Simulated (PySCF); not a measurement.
Spectrum to structure. Method used: TDDFT B3LYP/def2-SVPD, vertical, gas phase, core orbitals frozen in the response (PySCF). Geometries: GFN2-xTB, one conformer each.

```json
{"state": "S1", "E (eV)": "6.14", "f": "0.178", "main configurations (H = HOMO, L = LUMO)": "H→L (67%), H-1→L (22%)"}
{"state": "S2", "E (eV)": "6.33", "f": "0.062", "main configurations (H = HOMO, L = LUMO)": "H-1→L (61%), H→L (22%), H→L+1 (15%)"}
{"state": "S3", "E (eV)": "6.81", "f": "0.0007", "main configurations (H = HOMO, L = LUMO)": "H-2→L (94%)"}
{"state": "S4", "E (eV)": "7.19", "f": "0.017", "main configurations (H = HOMO, L = LUMO)": "H→L+2 (91%)"}
{"state": "S5", "E (eV)": "7.24", "f": "0.159", "main configurations (H = HOMO, L = LUMO)": "H→L+1 (48%), H-1→L+1 (35%)"}
{"state": "S6", "E (eV)": "7.39", "f": "0.013", "main configurations (H = HOMO, L = LUMO)": "H-1→L+2 (84%)"}
{"state": "S7", "E (eV)": "7.58", "f": "0.153", "main configurations (H = HOMO, L = LUMO)": "H-1→L+1 (33%), H-3→L (29%), H→L+1 (12%)"}
{"state": "S8", "E (eV)": "7.67", "f": "0.059", "main configurations (H = HOMO, L = LUMO)": "H-3→L (56%), H→L+3 (12%)"}
```

Problem. Which structure fits? All have the formula C7H8F2.
A. `C=C/C=C\C(=C)C(F)F`
B. `C=C1C=C(F)C[C@@H](F)C1`
C. `C=CCC1=CC(F)(F)C1`
D. `CC1=CC(F)=CC[C@@H]1F`

Solution. C. Its S1, at 6.14 eV, is the highest among the candidates; the nearest of the others has S1 at 5.57 eV. S1 is HOMO→LUMO (67%), HOMO-1→LUMO (22%). Löwdin shares by element: HOMO carbon 75% or more (atoms not listed hold the other 25%); LUMO carbon 69% or more (atoms not listed hold the other 31%). At the same level the other candidates give, for their lowest levels:
- `C=C1C=C(F)C[C@@H](F)C1`: 5.57 eV (f 0.540); 6.07 eV (f 0.012); 6.45 eV (f 0.005); 6.66 eV (f 0.011); 6.82 eV (f 0.005); T1 3.24 eV; HOMO -6.54, LUMO -1.09 eV
- `CC1=CC(F)=CC[C@@H]1F`: 4.65 eV (f 0.166); 5.88 eV (f 0.003); 6.43 eV (f 0.051); 6.47 eV (f 0.008); 6.47 eV (f 0.002); T1 2.88 eV; HOMO -6.40, LUMO -1.42 eV
- `C=C/C=C\C(=C)C(F)F`: 4.56 eV (f 0.655); 5.44 eV (f 0.069); 6.12 eV (f 0.001); 6.30 eV (f 0.016); 6.43 eV (f 0.037); T1 2.60 eV; HOMO -6.50, LUMO -2.00 eV

Shape of the structure used: `[CH2:1]=[CH:2][CH2:3][C:4]1=[CH:5][C:6]([F:7])([F:8])[CH2:9]1`: C1–C2–C3–C4 119°, C2–C3–C4–C5 106°.
Triplets come from the Tamm–Dancoff approximation.
